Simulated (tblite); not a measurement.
Species: C₇H₁₁FSi.
Geometry (GFN2-xTB, Å), atoms numbered from 1 in this order:
```
atom  x, y, z in Å
C1     2.0376    0.0584   -2.3827
C2     1.9999   -0.0386   -1.1905
C3     1.9315   -0.1642    0.2490
C4     0.5334   -0.5926    0.7175
C5     0.5125   -0.6854    2.2426
Si6   -0.7906    0.6013    0.0586
C7    -1.7250    0.1980   -1.5285
C8    -2.5341   -0.0809   -0.2585
F9    -3.6239    0.7397   -0.0829
H10    2.0809    0.1486   -3.4266
H11    2.1918    0.7984    0.6999
H12    2.6741   -0.8988    0.5784
H13    0.3375   -1.5902    0.3091
H14    0.7150    0.2859    2.6903
H15    1.2708   -1.3838    2.5964
H16   -0.4575   -1.0268    2.5956
H17   -0.7093    1.9938    0.4682
H18   -1.4837   -0.6658   -2.1310
H19   -2.1133    1.0073   -2.1288
H20   -2.8528   -1.1031   -0.0791
```

All values are computed: GFN2-xTB (tblite) harmonic vibrations without scaling, gas phase. The method is semi-empirical: single wavenumbers can be off by several per cent or more. Modes of hydrogen on silicon can be 10 to 20 % off. One conformer, not necessarily the lowest.

Harmonic wavenumbers (cm⁻¹): 26.7, 55.3, 85.0, 116.5, 119.9, 216.8, 231.4, 247.2, 289.5, 300.5, 373.2, 397.3, 461.8, 487.7, 604.4, 630.5, 647.4, 657.5, 668.0, 719.7, 765.2, 887.6, 910.7, 943.1, 960.5, 1018.4, 1029.5, 1052.7, 1095.0, 1095.2, 1120.6, 1125.7, 1154.7, 1266.0, 1276.1, 1283.6, 1319.0, 1416.7, 1420.7, 1462.3, 1503.5, 1509.4, 2294.2, 2342.9, 2922.8, 2931.8, 2951.6, 2994.3, 3005.1, 3023.6, 3038.8, 3066.2, 3090.8, 3400.5.

A = 1996, B = 872.6, C = 649.0 MHz; mass 142.061 u (most abundant isotopes); point group C1, symmetry number 1.

Question: What is the zero-point energy?

Answer: Half the sum of the wavenumbers: 34008 cm⁻¹ = 406.82 kJ/mol.

Question: What is S at 350 K and 1 bar for an ideal gas of classical rigid rotors and harmonic oscillators?

Answer: Translation 174.00, rotation 127.65, vibration 177.93: S = 479.6 J/(mol K).

Question: And Cp and H(350 K) − H(0)?

Answer: Cp = 205.62 J/(mol K), of which vibrations give 172.36 (their classical limit is 54 R = 449.0); H(350 K) − H(0) = 43.02 kJ/mol without the zero-point energy, 31.38 from vibrations.

Question: How do the functions run with temperature in this model?

Answer: 
```csv
T (K),S (J/(mol K)),Cp (J/(mol K)),H − H(0) (kJ/mol),G − H(0) (kJ/mol),ln q(vib)
100,309.5,88.2,6.07,-24.87,2.65
200,385.5,136.1,17.31,-59.78,5.91
300,449.6,183.3,33.30,-101.59,9.07
500,562.9,262.0,78.31,-203.13,15.15
800,703.4,335.2,168.89,-393.87,23.63
1000,781.9,367.2,239.29,-542.57,28.78
```

q(vib) and H(0) count from the zero-point level.

Question: Which modes carry the vibrational entropy at 350 K?

Answer: 26.7 cm⁻¹: 26.69; 55.3 cm⁻¹: 20.65; 85.0 cm⁻¹: 17.10; 116.5 cm⁻¹: 14.51; 119.9 cm⁻¹: 14.28; 216.8 cm⁻¹: 9.54 J/(mol K); the other 48 give 75.15 together.

Question: Blend soft modes into free rotors: weight 1/[1 + (100 cm⁻¹/ν̃)⁴] for the oscillator and the rest for a rotor with moment μB/(μ + B), μ = h/(8π²ν), B = 10⁻⁴⁴ kg m². What vibrational entropy results?

Answer: 160.15 J/(mol K) in place of 177.93, which changes −T·S at 350 K by +6.22 kJ/mol.

Question: What must be added to the electronic energy to get the Gibbs energy at 350 K and 1 bar?

Answer: ZPE + [H(350 K) − H(0)] − T·S = 406.82 + 43.02 − 167.85 = 281.99 kJ/mol.

Hindered rotation and anharmonicity are outside this model. Other conformers, if any are populated, would add a mixing term that is left out. The structure is chiral; the term R ln 2 for an equal mix with its mirror image is left out.
